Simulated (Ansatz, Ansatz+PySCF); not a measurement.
```yaml
atoms:
  - { symbol: O, position_ang: [0.0000, 0.0000, 0.0000] }
  - { symbol: F, position_ang: [0.0000, 0.0000, 1.4217] }
```

Basis set: def2-SVP (spherical functions). Frozen core: 2 orbitals. Correlation on ROHF uses semicanonical orbitals with singles. Charge 0, multiplicity 2.

Computed with Ansatz (development build ahead of 0.2.0); each method stands on the lowest determinant of its kind that the runs found.

Problem. Give the atomization energy at this shape (free ground-state atoms in the same class of orbitals less the molecule, no zero-point energy) of doublet OF by ROHF-CCSD(T), ROHF-MP2, UHF-MP2, ROHF, UHF.

Solution.

```json
{"method": "ROHF-CCSD(T)", "atomization energy": "1.72 eV"}
{"method": "ROHF-MP2", "atomization energy": "1.76 eV"}
{"method": "UHF-MP2", "atomization energy": "1.38 eV"}
{"method": "ROHF", "atomization energy": "-0.88 eV"}
{"method": "UHF", "atomization energy": "-0.91 eV"}
```

Caution for UHF-MP2, UHF: the unrestricted determinant is spin contaminated.
